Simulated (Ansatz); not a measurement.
The cluster Nb₅ (the lowest doublet isomer of a short search) was relaxed with PBE0-D4 (def2-SVP) in Ansatz in these states: neutral doublet, neutral quartet. The geometries follow in no particular order.

In the def2 sets Nb takes a core potential; there is no spin–orbit coupling.

A:

```csv
atom,x (Å),y (Å),z (Å)
Nb1,0.288,-0.828,1.754
Nb2,-1.165,-0.947,-0.372
Nb3,1.519,-0.209,-0.166
Nb4,-0.764,1.213,0.582
Nb5,0.122,0.772,-1.799
```

B:

```xyz
5

Nb   -0.063   -1.950   -0.025
Nb   -1.544    0.001    0.118
Nb    0.940   -0.060   -1.228
Nb    0.738    0.071    1.359
Nb   -0.072    1.937   -0.224
```

Question: Judge from the bond lengths which geometry belongs to which state (an estimate).

Answer: A is the neutral quartet (Nb2–Nb4 2.396 Å, Nb3–Nb4 2.792 Å, Nb1–Nb2 2.578 Å); B is the neutral doublet (Nb2–Nb4 2.598 Å, Nb3–Nb4 2.598 Å, Nb1–Nb2 2.454 Å).

At PBE0-D4/def2-SVP the charge 0 quartet is spin-contaminated (final ⟨S²⟩ up to 3.89, 3.75 for a pure state). At PBE0-D4/def2-SVP the charge 0 doublet is spin-contaminated (final ⟨S²⟩ up to 0.85, 0.75 for a pure state). At PBE0-D4/def2-TZVP a doublet lies 0.19 eV below the neutral quartet. These are the stationary points nearest to one start from a short search; other shapes may lie lower in each state.
